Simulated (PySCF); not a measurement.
Be: excitation energy

Be [He] 2s2 (1S) → Be [He] 2p2 (3P), as a difference of total energies. Calculation: PySCF 2.14, in aug-cc-pCVDZ; the non-relativistic Hamiltonian (point nucleus). Correlated levels: valence: 1s2 frozen; valence and next inner shell: nothing frozen. The calculations carry no spin-orbit coupling.

```csv
method,excitation energy (eV),error (eV)
UHF,6.469,-0.932
LDA,6.016,-1.385
PBE,5.977,-1.424
PBE0,6.256,-1.145
r2SCAN,6.078,-1.323
MN15,6.411,-0.990
r2SCANh,6.172,-1.229
CAM-B3LYP,6.640,-0.761
B2PLYP,6.760,-0.641
MP2 (valence),7.042,-0.359
SCS-MP2 (valence),7.277,-0.124
MP2 (valence and next inner shell),7.048,-0.353
SCS-MP2 (valence and next inner shell),7.291,-0.110
```

Reference: 7.401 eV (measured; NIST levels, between the centres of gravity of the two terms).

Errors of the correlated levels include the incompleteness of this basis and the frozen core.
